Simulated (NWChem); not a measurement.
System: C3H9ClSi; SMILES [Si](Cl)(C)(C)C

Output (shortened):

```
             Northwest Computational Chemistry Package (NWChem) 7.3.0
             --------------------------------------------------------

 C3  symmetry detected

                             Geometry "geometry" -> ""
                             -------------------------

 Output coordinates in angstroms (scale by  1.889725989 to convert to a.u.)

  No.       Tag          Charge          X              Y              Z
 ---- ---------------- ---------- -------------- -------------- --------------
    1 C                    6.0000     0.84334477    -1.60149170     0.89767690
    2 Si                  14.0000     0.00000000     0.00000000     0.30402549
    3 C                    6.0000     0.96526011     1.53110385     0.89767690
    4 C                    6.0000    -1.80860488     0.07038785     0.89767690
    5 Cl                  17.0000    -0.00000000     0.00000000    -1.74076089
    6 H                    1.0000     0.87041734    -1.65480372     1.98156415
    7 H                    1.0000     0.31707451    -2.48154411     0.53901468
    8 H                    1.0000     1.86663906    -1.66565941     0.53888583
    9 H                    1.0000     0.50918383     2.44938655     0.53888583
   10 H                    1.0000     0.99789339     1.58120539     1.98156415
   11 H                    1.0000     1.99054299     1.51536664     0.53901468
   12 H                    1.0000    -1.86831073     0.07359833     1.98156415
   13 H                    1.0000    -2.37582289    -0.78372714     0.53888583
   14 H                    1.0000    -2.30761750     0.96617748     0.53901468

 Effective nuclear repulsion energy (a.u.)     298.1024576843

      Symmetry information
      --------------------

 Group name             C3
 Group number              5
 Group order               3
 No. of unique centers     6

                                Z-matrix (autoz)
                                --------

 Units are Angstrom for bonds and degrees for angles

[...]

      ----------------------
      Optimization converged
      ----------------------

  Step       Energy      Delta E   Gmax     Grms     Xrms     Xmax
  ---- ---------------- -------- -------- -------- -------- --------
@    7    -868.77759530 -1.6D-07  0.00002  0.00001  0.00038  0.00103
                                     ok       ok       ok       ok

                                Z-matrix (autoz)
                                --------

 Units are Angstrom for bonds and degrees for angles

[...]

 Rotational Constants
 --------------------
 A=   0.103735 cm-1  (  0.149249 K)
 B=   0.072045 cm-1  (  0.103654 K)
 C=   0.072045 cm-1  (  0.103654 K)

 Temperature                      =   298.15K
 frequency scaling parameter      =   1.0000

 Zero-Point correction to Energy  =   70.553 kcal/mol  (  0.112433 au)
 Thermal correction to Energy     =   75.957 kcal/mol  (  0.121045 au)
 Thermal correction to Enthalpy   =   76.549 kcal/mol  (  0.121989 au)

 Total Entropy                    =   86.413 cal/mol-K
   - Translational                =   39.930 cal/mol-K (mol. weight = 108.0162)
   - Rotational                   =   25.302 cal/mol-K (symmetry #  =        3)
   - Vibrational                  =   21.181 cal/mol-K

 Cv (constant volume heat capacity) =   29.650 cal/mol-K
   - Translational                  =    2.979 cal/mol-K
   - Rotational                     =    2.979 cal/mol-K
   - Vibrational                    =   23.691 cal/mol-K

[normal modes left out]

 ----------------------------------------------------------------------------
 Normal Eigenvalue ||           Projected Infra Red Intensities
  Mode   [cm**-1]  || [atomic units] [(debye/angs)**2] [(KM/mol)] [arbitrary]
 ------ ---------- || -------------- ----------------- ---------- -----------
    1       -0.000 ||    0.000058           0.001         0.056       0.037
    2       -0.000 ||    0.000544           0.013         0.531       0.346
    3       -0.000 ||    0.000663           0.015         0.647       0.421
    4        0.000 ||    0.000086           0.002         0.084       0.055
    5        0.000 ||    0.000369           0.009         0.360       0.235
    6        0.000 ||    0.000140           0.003         0.136       0.089
    7      150.639 ||    0.000000           0.000         0.000       0.000
    8      169.094 ||    0.000059           0.001         0.057       0.037
    9      169.095 ||    0.000058           0.001         0.057       0.037
   10      173.405 ||    0.000683           0.016         0.666       0.434
   11      173.422 ||    0.000684           0.016         0.667       0.435
   12      218.925 ||    0.000632           0.015         0.617       0.402
   13      232.786 ||    0.005587           0.129         5.447       3.550
   14      232.803 ||    0.005586           0.129         5.446       3.549
   15      493.406 ||    0.044415           1.025        43.298      28.217
   16      642.026 ||    0.028486           0.657        27.769      18.097
   17      679.165 ||    0.000000           0.000         0.000       0.000
   18      695.434 ||    0.001913           0.044         1.865       1.215
   19      695.437 ||    0.001914           0.044         1.866       1.216
   20      766.796 ||    0.022253           0.513        21.694      14.138
   21      766.802 ||    0.022253           0.513        21.693      14.137
   22      864.935 ||    0.108814           2.510       106.077      69.130
   23      864.938 ||    0.108820           2.511       106.083      69.134
   24      865.421 ||    0.161661           3.730       157.595     102.705
   25     1263.648 ||    0.046821           1.080        45.643      29.745
   26     1263.651 ||    0.046819           1.080        45.642      29.745
   27     1271.129 ||    0.009328           0.215         9.093       5.926
   28     1415.312 ||    0.000000           0.000         0.000       0.000
   29     1422.579 ||    0.000026           0.001         0.026       0.017
   30     1422.580 ||    0.000026           0.001         0.026       0.017
   31     1429.339 ||    0.006162           0.142         6.007       3.915
   32     1429.341 ||    0.006163           0.142         6.008       3.915
   33     1440.841 ||    0.010563           0.244        10.297       6.710
   34     3056.359 ||    0.001207           0.028         1.177       0.767
   35     3056.360 ||    0.001207           0.028         1.177       0.767
   36     3057.908 ||    0.002594           0.060         2.529       1.648
   37     3158.950 ||    0.000267           0.006         0.261       0.170
   38     3158.952 ||    0.000268           0.006         0.261       0.170
   39     3160.603 ||    0.008543           0.197         8.328       5.427
   40     3171.125 ||    0.000001           0.000         0.001       0.001
   41     3171.454 ||    0.002711           0.063         2.643       1.722
   42     3171.464 ||    0.002713           0.063         2.645       1.724
 ----------------------------------------------------------------------------
```

Level: PBE0/def2-SVP. 

Write an input that gives this output.

This is not unique; one that fits is the input that was run:
```
start job
memory heap 200 mb stack 900 mb global 1100 mb
geometry units angstroms
  C     -1.040633     1.371233    -1.149503
  Si    -0.144249    -0.116131    -0.366483
  C      1.332229    -0.656425    -1.441814
  C     -1.350314    -1.565766    -0.097908
  Cl     0.574310     0.461792     1.458573
  H     -1.446577     1.118860    -2.124136
  H     -1.866645     1.706389    -0.528464
  H     -0.368176     2.214475    -1.279041
  H      1.868573    -1.485430    -0.988602
  H      1.006751    -0.977558    -2.426360
  H      2.041295     0.155246    -1.576203
  H     -1.762115    -1.916071    -1.039236
  H     -2.180837    -1.276158     0.539232
  H     -0.855325    -2.408835     0.375943
end
basis spherical
  * library def2-svp
end
dft
  xc pbe0
  iterations 150
end
driver
  maxiter 120
end
task dft optimize
task dft freq
```
